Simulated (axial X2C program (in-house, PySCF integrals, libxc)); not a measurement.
## Potential curves of YBr, two-component

All values were computed with an in-house all-electron X2C program for linear molecules (integrals from PySCF). Two-component (2c) means X2C with spin–orbit coupling and atomic mean-field two-electron Coulomb and Gaunt terms. Basis: Y dyall-cv3z [11s12p9d6f3g], Br dyall-cv3z [8s9p6d4f1g] (cores contracted in-house); Gaussian nuclei, density fitting, unrestricted open shells. Masses: Y 88.906 u, Br 78.918 u.

State: Ω = 0 (closed shell). Energies in cm⁻¹ from the lowest point of each curve. Fits are polynomials in 1 − R0/R over 0.85 to 1.23 times the lowest point R0.

```json
{"R (Å)": "2.2089", "PW91": "7152"}
{"R (Å)": "2.3105", "PW91": "2897"}
{"R (Å)": "2.3867", "PW91": "1113"}
{"R (Å)": "2.4628", "PW91": "221"}
{"R (Å)": "2.5390", "PW91": "0"}
{"R (Å)": "2.6279", "PW91": "369"}
{"R (Å)": "2.7167", "PW91": "1215"}
{"R (Å)": "2.8310", "PW91": "2767"}
{"R (Å)": "2.9706", "PW91": "5065"}
{"R (Å)": "3.1738", "PW91": "8699"}
```

One determinant describes the state; a PBE0 search over occupations chose it and may have missed a lower one. The closed shell is kept restricted, so the energy runs too high when the bond is stretched far. Other states lie close and PBE0, whose exact exchange favours high spin, may order them wrongly; the determinant shown need not be the ground state. The nearest other 2c determinant of the search, Ω = 1, lies 0.44 eV up at the distance of the search.

Q: Fit the PW91 curve near its minimum: give the equilibrium distance and the harmonic wavenumber.

A: At PW91, 2c: Re = 2.531 Å, ωe ≈ 268 cm⁻¹; Be follows as 0.063 cm⁻¹.
